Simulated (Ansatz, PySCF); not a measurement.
Noncovalent pair: NH3 (SMILES N) (first 4 atoms) with Si2H6 (SMILES [SiH3][SiH3]); geometry from B3LYP-D3(BJ)/def2-TZVP, rigid monomers moved along the line of their centres of mass till N1···Si5 is 3.59 Å.
(charge 0, multiplicity 1):
```xyz
12

N     -0.41247     0.18904     0.96085
H     -0.35981    -0.69423     0.46676
H     -1.36153     0.53396     0.87454
H      0.19811     0.84359     0.48555
Si     0.33010    -1.22347     4.17334
Si     0.44713     1.11083     4.32945
H      0.61840    -1.85369     5.49074
H      1.32552    -1.75066     3.20963
H     -1.02333    -1.66812     3.76280
H      0.78101     1.53486     5.71657
H     -0.85017     1.73886     3.98101
H      1.49986     1.65778     3.43990
```

Interaction energies are E(AB) − E(A) − E(B) at the monomers' geometry in the complex; basis-set methods are counterpoise corrected.

Cores are frozen in the correlated methods.

Codes used: Ansatz (Gaussian orbitals); PySCF for the dispersion terms. 

PBE/def2-TZVPPD gives -10.4 kJ/mol for the interaction energy.

Q: How do the other levels lie against it? Give each less PBE: PBE-D3(BJ)/def2-TZVPPD, r2SCAN/def2-TZVPPD, B3LYP/def2-TZVPPD, wB97M-V/def2-TZVPPD, MP2/aug-cc-pV(D+d)Z, CCSD(T)/aug-cc-pV(D+d)Z.

A: PBE-D3(BJ)/def2-TZVPPD -4.9; r2SCAN/def2-TZVPPD -2.9; B3LYP/def2-TZVPPD 3.0; wB97M-V/def2-TZVPPD -5.5; MP2/aug-cc-pV(D+d)Z -3.8; CCSD(T)/aug-cc-pV(D+d)Z -3.6 kJ/mol. 1 of 6 lie above PBE; the widest gap is to wB97M-V/def2-TZVPPD.

Ansatz is a program for electronic structure.
